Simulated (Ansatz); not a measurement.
`[F][GeH]1[CH2]C[CH2]1`, relaxed with RKS PBE0-D4/def2-TZVP in Ansatz 0.2.0 from a PBE-D4/def2-SVP geometry. The force threshold is 0.005 eV/Å; the program also tests the step.

Total charge 0; spin multiplicity 1.

Start:

```xyz
12

F    -1.841    1.370    1.427
Ge   -0.733    1.154    0.062
C     1.022    0.408    0.601
C     0.636   -0.934   -0.110
C    -0.793   -0.675   -0.698
H    -0.906    2.451   -0.779
H     1.163    0.327    1.696
H     1.906    0.922    0.174
H     0.630   -1.780    0.606
H     1.364   -1.199   -0.905
H    -0.859   -0.730   -1.803
H    -1.590   -1.315   -0.271
```

Task: How much energy does the relaxation release, and in how many steps? (Best estimate.)

Result: The calculation gave: 8.11 kJ/mol, in 14 steps.

Task: Which bonds change most? (An estimate is asked.)

Result: Computed: F1–Ge2 from 1.772 to 1.747 Å; C5–H11 from 1.108 to 1.089 Å; C3–H8 from 1.108 to 1.089 Å; Ge2–C5 from 1.981 to 1.962 Å.

Task: Give the relaxed structure. (Best estimate.)

Result: Computed: 
```xyz
12

F    -1.852    1.656    1.208
Ge   -0.690    1.153    0.003
C     0.951    0.338    0.706
C     0.692   -0.846   -0.261
C    -0.824   -0.721   -0.563
H    -0.653    2.308   -1.015
H     0.790    0.057    1.748
H     1.916    0.835    0.618
H     0.982   -1.819    0.145
H     1.263   -0.701   -1.182
H    -1.144   -0.991   -1.568
H    -1.431   -1.269    0.161
```
